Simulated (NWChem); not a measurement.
# GeHClF2; SMILES [F][GeH]([F])[Cl]

```xyz
5

Ge     0.2739     0.3713     0.0000
F     -0.5066     1.0640    -1.3657
F     -0.5066     1.0640     1.3657
Cl    -0.1273    -1.7110     0.0000
H      1.7551     0.7181     0.0000
```
Atoms are numbered in this order, from 1.

Program: NWChem. Geometry: optimised at PBE0/def2-SVP. GIAO values for the isolated, static molecule; σ is the absolute isotropic shielding, δ = σ(reference) − σ with the isolated reference molecule computed at the same levels (19F: trichlorofluoromethane, 1H: tetramethylsilane).

Task: Order these by “σ Ge1 (ppm)”, lowest first: BHandHLYP/pcSseg-1; PBE/pcSseg-1; LDA (Slater exchange, VWN5)/pcSseg-1.

Result: LDA (Slater exchange, VWN5)/pcSseg-1 (1171.7), PBE/pcSseg-1 (1235.8), BHandHLYP/pcSseg-1 (1377.8)
